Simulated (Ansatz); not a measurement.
## Which is lower?

The two ends of one reaction step of SiH2F3, doublet (PBE0-D4/def2-TZVP).

A:

```
atom    x (Å)    y (Å)    z (Å)
  H1  -0.6376  -0.2312   0.3129
  H2  -3.2234  -1.1705   1.5819
 Si3   0.6097   0.2214  -0.2992
  F4   1.3821   1.1928   0.6672
  F5   0.3228   0.9884  -1.6422
  F6   1.5462  -1.0009  -0.6206
```

B:

H1  (-2.127, -0.772, 1.043)
H2  (-2.760, -1.005, 1.363)
Si3  (0.859, 0.314, -0.427)
F4  (1.634, 1.287, 0.547)
F5  (0.590, 1.088, -1.779)
F6  (1.804, -0.912, -0.747)
(Å)

Computed with Ansatz 0.2.0 (basis: def2-TZVPP); correlated methods freeze the cores; orbitals are unrestricted. B3LYP uses VWN-RPA correlation.

(1) Which structure is lower at CCSD(T), and by how much? (To be estimated.)

(2) Do the other methods give the same order? (Judge from chemistry; the calculation decides.)

No T1 diagnostic of these runs exceeds 0.014. ⟨S²⟩ of the unrestricted Hartree–Fock references: 0.75 (a pure state has 0.75).

## Answers

(1) The calculation gives: B, by 0.154 eV (electronic energy, against the other). By their contacts, A is a complex of SiHF₃ ([F][SiH]([F])[F]) + H and B is a complex of SiF₃ ([F][Si]([F])[F]) + H₂.

(2) By the calculation: Not all: HF gives the other order.

```json
{"method": "SPW92", "E(B) − E(A) (eV)": "-0.252"}
{"method": "PBE-D4", "E(B) − E(A) (eV)": "-0.313"}
{"method": "BLYP-D4", "E(B) − E(A) (eV)": "-0.407"}
{"method": "r2SCAN-D4", "E(B) − E(A) (eV)": "-0.333"}
{"method": "B97M-V", "E(B) − E(A) (eV)": "-0.165"}
{"method": "PBE0-D4", "E(B) − E(A) (eV)": "-0.203"}
{"method": "B3LYP-D4", "E(B) − E(A) (eV)": "-0.314"}
{"method": "r2SCAN0-D4", "E(B) − E(A) (eV)": "-0.267"}
{"method": "BHLYP-D4", "E(B) − E(A) (eV)": "-0.169"}
{"method": "CAM-B3LYP-D4", "E(B) − E(A) (eV)": "-0.226"}
{"method": "wB97X-V", "E(B) − E(A) (eV)": "-0.125"}
{"method": "wB97M-V", "E(B) − E(A) (eV)": "-0.122"}
{"method": "B2PLYP", "E(B) − E(A) (eV)": "-0.223"}
{"method": "PBE-QIDH", "E(B) − E(A) (eV)": "-0.107"}
{"method": "RPA on PBE", "E(B) − E(A) (eV)": "-0.221"}
{"method": "HF", "E(B) − E(A) (eV)": "0.078"}
{"method": "MP2", "E(B) − E(A) (eV)": "-0.085"}
{"method": "CCSD", "E(B) − E(A) (eV)": "-0.148"}
{"method": "CCSD(T)", "E(B) − E(A) (eV)": "-0.154"}
```

Labels in which every atom is bracketed show which atoms are joined, not bond orders.

For scale, one of the runs: CCSD(T)/def2-TZVPP, 163 basis functions (an equivalent command: `ansatz run in.yaml --threads 4`). Time: 2.4 min of wall clock on 4 CPU threads; the host was shared. Peak host memory: 3.4 GiB.
